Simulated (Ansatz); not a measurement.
`CS[SiH]` + `[OH][Cd][Br]` → `[SiH]Br` + `C[S][Cd][OH]` at 700 K and 1 bar (redistribution).

Calculated with Ansatz (gas phase, PBE0-D4/def2-TZVP geometries, no zero-point term in ΔE). CCSD(T)/CBS is the MP2 limit (def2-TZVPP, def2-QZVPP) plus CCSD(T) − MP2 in def2-TZVPP, frozen cores. def2 core potentials past Kr. For Br, Cd outer-core shells are correlated without core-valence functions, which leaves a few kJ/mol of doubt a bond. Scalar relativity is left out up to krypton. One conformer a species, not always the lowest.

| species | CCSD(T)/CBS energy (Eh) | H − E (kJ/mol) | S (J/(mol·K)) |
| --- | --- | --- | --- |
| `CS[SiH]` | -727.28803 | 174.1 | 371.9 |
| `[OH][Cd][Br]` | -2816.86459 | 77.8 | 369.0 |
| `[SiH]Br` | -2862.97869 | 49.0 | 302.5 |
| `C[S][Cd][OH]` | -681.14943 | 202.4 | 454.8 |

H − E and S are ideal-gas, rigid-rotor, harmonic terms from PBE0-D4/def2-TZVP, for one conformer and one mirror image of each species. 1 Eh = 2625.50 kJ/mol, R = 8.31446 J/(mol·K).

**Question.** By hand: ΔE, ΔH, ΔS and ΔG.

**Answer.** ΔE = (-2862.97869) + (-681.14943) − (-727.28803) − (-2816.86459) = 0.02450 Eh = 64.3 kJ/mol. Δ(H − E) = 49.0 + 202.4 − 174.1 − 77.8 = -0.5, so ΔH = 63.8 kJ/mol. ΔS = 302.5 + 454.8 − 371.9 − 369.0 = 16.4 J/(mol·K). ΔG = 63.8 − 700 × (16.4)/1000 = 52.3 kJ/mol.

**Question.** By hand: the equilibrium constant, and the temperature at which ΔG would vanish if ΔH and ΔS stayed fixed.

**Answer.** log₁₀ K = −ΔG/(RT ln 10) = -3.9. ΔG = 0 at ΔH/ΔS = 3890 K, far beyond where these terms or the molecules hold.

ΔH outweighs TΔS. A doubt of 5 kJ/mol in ΔE shifts log₁₀ K by 0.4 here. Other conformers and mirror images would add mixing entropy, several J/(mol·K) or more a flexible species. These are equilibria of isolated gas molecules and say nothing of rates. Largest T1 diagnostic: 0.016 (customary marks: 0.02 for closed shells, 0.045 for open ones).
